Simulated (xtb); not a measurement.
CH5S, SMILES C[SH2+], charge +1. All values are semi-empirical tight-binding results from xtb (GFN2-xTB unless named), good for trends rather than for accurate numbers. The structure is a stationary point at GFN2-xTB. The isomer is the one that the SMILES or the coordinates give; other isomers of the formula were not compared.

Optimised geometry:

```xyz
7

C     -1.1911     0.0245     0.0000
S      0.6263    -0.1127     0.0000
H     -1.5629    -0.4879     0.8847
H     -1.5629    -0.4879    -0.8847
H     -1.5104     1.0619     0.0000
H      0.8810     0.7849     0.9829
H      0.8810     0.7849    -0.9829
```
Charge +1, spin multiplicity 1.

```json
{
 "point_group_as_xtb_finds_it": "Cs",
 "orbital_gap": "6.48 eV",
 "zero_point_energy": "33.3 kcal/mol",
 "G − E(el) at 298.15 K (modified RRHO)": "18.0 kcal/mol",
 "static polarisability (D4 model)": "34.9 bohr³",
 "solvation energy, GFN2-xTB/ALPB(water)": "-69.0 kcal/mol",
 "solvation energy, GFN2-xTB/ALPB(dmso)": "-58.7 kcal/mol"
}
```

Computed atomic charges and the Wiberg bond orders between heavy atoms:
charges (e) C1 -0.13, S2 0.29, H3 0.14, H4 0.14, H5 0.13, H6 0.22, H7 0.22. Bond orders C1–S2 1.01.
